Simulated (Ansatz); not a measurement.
`CCCCCCCCSC(C)=O`, 32 atoms. Hardware: 4 threads of Arm Neoverse V2 on a shared host.

Correlated methods freeze 16 core orbitals.

**Question.** How many basis functions does each of these Ansatz runs have, and roughly what does it cost? PBE-D4/def2-TZVP, charge 0 singlet, energy and forces, from earlier orbitals; r2SCANh-D4/def2-TZVP, charge 0 singlet, energy, from earlier orbitals; PBE0-D4/def2-SVP, charge 1 doublet at the geometry of the charge 0 singlet, energy; r2SCAN-D4/def2-TZVP, charge 0 singlet, energy, from earlier orbitals; PBE0-D4/def2-SVP, charge 0 singlet, energy, from earlier orbitals; PBE0-D4/def2-SVP, charge 0 triplet at the geometry of the charge 0 singlet, energy; PBE0-D4/def2-SVP, charge -1 doublet at the geometry of the charge 0 singlet, energy; HF/STO-3G, charge 0 singlet, energy; PBE0-D4/def2-TZVP, charge 0 singlet, energy, from earlier orbitals; MP2/def2-SVP, charge 0 singlet, energy, from earlier orbitals; PBE-D4/def2-SVP, charge 1 doublet at the geometry of the charge 0 singlet, energy, from earlier orbitals; HF/def2-SVP, charge 1 doublet at the geometry of the charge 0 singlet, energy, from earlier orbitals.

**Answer.** Other jobs shared the machine, so times can vary by a factor of up to 3. A dash marks memory too small to be measured apart from the calling script's.

| run | functions | fitting or Cholesky vectors | wall time | peak host memory (GiB) |
| --- | --- | --- | --- | --- |
| HF/STO-3G, charge 0 singlet, energy | 84 | 1181 | 0.6 s | – |
| PBE0-D4/def2-SVP, charge 0 singlet, energy, from earlier orbitals | 272 | 3091 | 8.5 s | 1.6 |
| MP2/def2-SVP, charge 0 singlet, energy, from earlier orbitals | 272 | 2798 | 8.5 s | 0.97 |
| PBE-D4/def2-TZVP, charge 0 singlet, energy and forces, from earlier orbitals | 498 | 3092 | 11 s | 1.2 |
| HF/def2-SVP, charge 1 doublet at the geometry of the charge 0 singlet, energy, from earlier orbitals | 272 | 2798 | 12 s | 1.2 |
| PBE-D4/def2-SVP, charge 1 doublet at the geometry of the charge 0 singlet, energy, from earlier orbitals | 272 | 3088 | 15 s | – |
| r2SCAN-D4/def2-TZVP, charge 0 singlet, energy, from earlier orbitals | 498 | 3092 | 16 s | 1.2 |
| PBE0-D4/def2-SVP, charge -1 doublet at the geometry of the charge 0 singlet, energy | 272 | 2798 | 18 s | 1.6 |
| PBE0-D4/def2-SVP, charge 0 triplet at the geometry of the charge 0 singlet, energy | 272 | 2798 | 21 s | 1.5 |
| PBE0-D4/def2-TZVP, charge 0 singlet, energy, from earlier orbitals | 498 | 3102 | 21 s | 2.6 |
| r2SCANh-D4/def2-TZVP, charge 0 singlet, energy, from earlier orbitals | 498 | 3092 | 27 s | 2.6 |
| PBE0-D4/def2-SVP, charge 1 doublet at the geometry of the charge 0 singlet, energy | 272 | 2798 | 30 s | 1.6 |
